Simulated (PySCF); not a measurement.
# Li (lithium, neutral) across methods

[He] 2s1, 2S determinant. All numbers are calculated (PySCF 2.14, no relativity, point nucleus, in def2-TZVPPD (5s4p1d, 22 functions)).

```
 method  E (hartree)  mean ε 1s α (eV)  mean ε 1s β (eV)  mean ε 2s α (eV)  Σ⟨r²⟩ (bohr²)   ⟨S²⟩
   PBE0      -7.4671           -55.856           -55.571            -3.827          17.89  0.750
    UHF     -7.43268           -67.666           -67.179            -5.343          18.58  0.750
   PW91      -7.4739           -51.890           -51.659            -3.234          17.79  0.750
 PBEsol      -7.3973           -51.195           -50.990            -3.154          18.08  0.750
 r2SCAN      -7.4795           -53.313           -53.144            -3.251          18.15  0.750
LC-wPBE      -7.4716           -57.573           -57.385            -5.601          17.91  0.750
   BP86      -7.4808           -51.882           -51.699            -3.269          17.95  0.750
    LDA      -7.3438           -51.008           -50.798            -3.162          18.23  0.750
```

**Question.** Estimate the same row for PBE.

**Answer.** E (hartree) = -7.4619; mean ε 1s α (eV) = -51.713; mean ε 1s β (eV) = -51.485; mean ε 2s α (eV) = -3.220; Σ⟨r²⟩ (bohr²) = 17.82; ⟨S²⟩ = 0.750.
